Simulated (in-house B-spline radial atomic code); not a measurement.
Computed with a B-spline radial atomic code. Model: two electrons, singlet ground state, non-relativistic, full CI in B-splines with partial waves to l = 8 (at full coupling up to 3e-4 hartree above the limit, correlation up to 0.6 % small), density held at that of full coupling by Lieb maximisation.

Along the adiabatic connection the electron repulsion is scaled by a coupling λ while a local potential keeps the density fixed. At λ = 0 the system is the Kohn-Sham one and W equals the exchange energy; the exchange-correlation energy is the area under W between 0 and 1. The kinetic energy rises with λ as the electrons avoid each other, with dT/dλ = −λ dW/dλ.

Command:
```bash
python run_ac.py task.json out
```
Settings (lengths in bohr, energies in hartree):
```
potential              coulomb
strength               2.25
lmax                   8
```

Run time, properties included: 12 s on 1 thread of Intel(R) Xeon(R) Processor @ 2.30GHz (shared host).

**W = mean repulsion less Hartree energy, and W of three functionals.**

Given: confinement point charge; nuclear charge 2.25; external potential -Z/r.

Computed: PBE exchange minus exact 15.082 millihartree; SCAN exchange minus exact -4.9708 millihartree.

```tsv
coupling	W xc (hartree)	W xc minus exchange (millihartree)	kinetic minus Kohn-Sham (millihartree)	LDA (PW92) W minus its exchange (millihartree)	PBE W minus its exchange (millihartree)	SCAN W minus its exchange (millihartree)
0	-1.1813	0	0	0	0	0
0.02	-1.1832	-1.909	0.02	-12.2	-1.79	-1.82
0.05	?	?	?	?	?	?
0.12	?	?	?	?	?	?
0.25	-1.2042	-22.838	2.81	-80.6	-22.49	-21.16
0.4	-1.2169	-35.543	6.93	-110.08	-35.49	-32.65
0.6	-1.2328	-51.436	14.86	-142.13	-51.94	-46.89
0.8	-1.2476	-66.241	25.2	-168.98	-67.39	-60.08
1	-1.2614	-80.061	37.63	-192.25	-81.89	-72.38
1.4	-1.2864	-105.1	67.56	-231.37	-108.32	-94.69
2	-1.3186	-137.22	121.88	-277.85	-142.57	-123.56
3	-1.3612	-179.82	227.39	-335.93	-188.89	-162.64
4.5	-1.4077	-226.39	399.95	-397.77	-241.43	-206.94
7	-1.4587	-277.39	688.1	-466.55	-302.69	-257.87
10	-1.4972	-315.84	1010.7	-521.04	-352.71	-297.86
```

(1) What belongs in the row 0.05?

(2) What belongs in the row 0.12?

(3) What is the LDA exchange minus exact?

**Energy parts, natural occupations and partial-wave weights.**

Computed: total energy -3.8102 hartree; exchange energy -1.1813 hartree; correlation energy -0.042435 hartree; kinetic part of the DFT correlation energy 0.037626 hartree; kinetic part over minus potential part 0.46997; Hartree energy 2.3627 hartree; Lieb Oxford ratio E_xc over LDA exchange 1.2026.

```csv
natural,occupation of the shell (electrons)
s,1.9877
p,0.0060591
s,0.0055469
d,?
p,0.00020066
s,9.7552e-05
```

(4) What belongs in the row d?

| wave | weight |
| --- | --- |
| s | 0.99668 |
| p | ? |
| d | 0.00014929 |
| f | 2.0621e-05 |
| g | 4.7476e-06 |

(5) What belongs in the row p?

(6) What is the initial slope twice GL2?

(7) What is the Kohn-Sham kinetic?

Results:

(1) W xc (hartree): -1.1861; W xc minus exchange (millihartree): -4.745; kinetic minus Kohn-Sham (millihartree): 0.12; LDA (PW92) W minus its exchange (millihartree): -25.05; PBE W minus its exchange (millihartree): -4.5; SCAN W minus its exchange (millihartree): -4.5.

(2) W xc (hartree): -1.1926; W xc minus exchange (millihartree): -11.235; kinetic minus Kohn-Sham (millihartree): 0.67; LDA (PW92) W minus its exchange (millihartree): -48.14; PBE W minus its exchange (millihartree): -10.85; SCAN W minus its exchange (millihartree): -10.53.

(3) 163.71 millihartree.

(4) occupation of the shell (electrons): 0.0002668.

(5) weight: 0.0031395.

(6) -0.095819 hartree.

(7) 3.7724 hartree.

Half-way to full coupling W has made 54 % of its drop, against 50 % for a straight line, and second-order (GL2) theory, half the initial slope, overshoots the correlation energy by about 13 %: a moderate bend, as in light atoms. Over couplings 0 to 1 the errors in E_xc come to about +88 millihartree for LDA, +15 millihartree for PBE, -1.2 millihartree for SCAN, so SCAN is nearest. In LDA and PBE and SCAN the errors of exchange and correlation have opposite signs, so the sum is smaller than the larger of the two.
